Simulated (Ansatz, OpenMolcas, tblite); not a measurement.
Redistribution: C3H8 + CH2I2 → 2 C2H5I

Species: C3H8 (propane) `CCC`, singlet; CH2I2 (diiodomethane) `ICI`, singlet; C2H5I (iodoethane) `CCI`, singlet. The partners trade CH3 for I; both sit on C, so the bond types are kept.

Shapes, held fixed at every level: PBE0-D4/def2-TZVP. Programs: Ansatz 0.2.0, OpenMolcas 26.06, tblite 0.8.0. The zero-point and thermal change to 298 K, harmonic and unscaled (PBE0-D4/def2-TZVP), is +1.0 kJ/mol.

```json
{"level": "GFN1-xTB", "kind": "semi-empirical", "ΔH(298 K) (kJ/mol)": "-3.5", "less CCSD(T)/def2-TZVPP": "+21.2"}
{"level": "M06-L/def2-SVP", "kind": "meta-GGA", "ΔH(298 K) (kJ/mol)": "-20.8", "less CCSD(T)/def2-TZVPP": "+3.9"}
{"level": "PBE0-D4/def2-TZVPP", "kind": "global hybrid", "ΔH(298 K) (kJ/mol)": "-24.5", "less CCSD(T)/def2-TZVPP": "+0.2"}
{"level": "r2SCAN0-D4/def2-TZVPP", "kind": "global hybrid", "ΔH(298 K) (kJ/mol)": "-26.9", "less CCSD(T)/def2-TZVPP": "-2.2"}
{"level": "wB97M-V/def2-TZVPP", "kind": "range-separated hybrid", "ΔH(298 K) (kJ/mol)": "-23.7", "less CCSD(T)/def2-TZVPP": "+1.0"}
{"level": "MP2/def2-TZVPP", "kind": "perturbation theory", "ΔH(298 K) (kJ/mol)": "-23.4", "less CCSD(T)/def2-TZVPP": "+1.3"}
{"level": "CCSD/def2-SVP", "kind": "coupled cluster or CI", "ΔH(298 K) (kJ/mol)": "-25.5", "less CCSD(T)/def2-TZVPP": "-0.8"}
{"level": "CCSD(T)/def2-TZVPP", "kind": "coupled cluster or CI", "ΔH(298 K) (kJ/mol)": "-24.7", "less CCSD(T)/def2-TZVPP": "0.0"}
```

The highest level, CCSD(T)/def2-TZVPP, gives ΔH(298 K) = -24.7 kJ/mol; the levels span -26.9 to -3.5. The column of differences is taken from that level and isn't an error. No measured value is set beside it here. For atoms past krypton def2 sets carry core potentials with scalar relativity. Correlated rows may include outer-core shells of I, which these sets cover unevenly.
